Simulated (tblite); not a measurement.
Isomers of C6H11FN (doublet state). Method: GFN2-xTB as coded in tblite; computed harmonic values from a numerical Hessian at the method's own geometry, unscaled. The method is semi-empirical: single wavenumbers can be off by several per cent or more. One conformer each. Open shells enter through the occupations alone, without spin polarisation, and single modes of such species can be off by tens of per cent.

Electronic energies: GFN2-xTB at the same geometries; isomer energies are rough at this level and their order can be wrong.

```json
{"SMILES": "C/C=C/[C@H](F)C[N]C", "electronic energy, lowest = 0 (kcal/mol)": "26.0"}
{"SMILES": "CC[C@@H]1[CH]NC[C@@H]1F", "electronic energy, lowest = 0 (kcal/mol)": "0.0"}
{"SMILES": "CC[N][C@@H]1CC[C@H]1F", "electronic energy, lowest = 0 (kcal/mol)": "12.3"}
{"SMILES": "C/C=C/[C](F)CNC", "electronic energy, lowest = 0 (kcal/mol)": "13.3"}
{"SMILES": "C[C]1C[C@@H](N)[C@@]1(C)F", "electronic energy, lowest = 0 (kcal/mol)": "17.1"}
```

How do GFN2-xTB zero-point energies change the relative energies?

```tsv
SMILES	ZPE (kcal/mol)	of it from modes above 1550 cm⁻¹	electronic (kcal/mol)	with ZPE, lowest = 0 (kcal/mol)	lowest mode (cm⁻¹)	rings
CC[C@@H]1[CH]NC[C@@H]1F	100.7	47.6	0.0	0.0	74	1
CC[N][C@@H]1CC[C@H]1F	99.4	46.6	12.3	11.0	23	1
C/C=C/[C](F)CNC	98.9	47.6	13.3	11.5	53	0
C[C]1C[C@@H](N)[C@@]1(C)F	98.8	50.3	17.1	15.2	6	1
C/C=C/[C@H](F)C[N]C	97.5	48.9	26.0	22.8	27	0
```

The zero-point energies span 3.2 kcal/mol, from `C/C=C/[C@H](F)C[N]C` to `CC[C@@H]1[CH]NC[C@@H]1F`. The order is unchanged.

What do entropy and thermal enthalpy add at 298.15 K and 1 bar (rigid rotor, harmonic oscillator, one conformer each)?

```csv
SMILES,point group,symmetry number,S (cal/(mol K)),H − H(0) (kcal/mol),ZPE + H − H(0) − TS (kcal/mol)
CC[C@@H]1[CH]NC[C@@H]1F,C1,1,91.3,6.02,79.5
C/C=C/[C](F)CNC,C1,1,99.2,6.90,76.2
C/C=C/[C@H](F)C[N]C,C1,1,104.4,7.14,73.5
```

S holds R ln(2S + 1) for the spin.

Not tabulated: `CC[N][C@@H]1CC[C@H]1F` (lowest mode only 23 cm⁻¹); `C[C]1C[C@@H](N)[C@@]1(C)F` (lowest mode only 6 cm⁻¹).
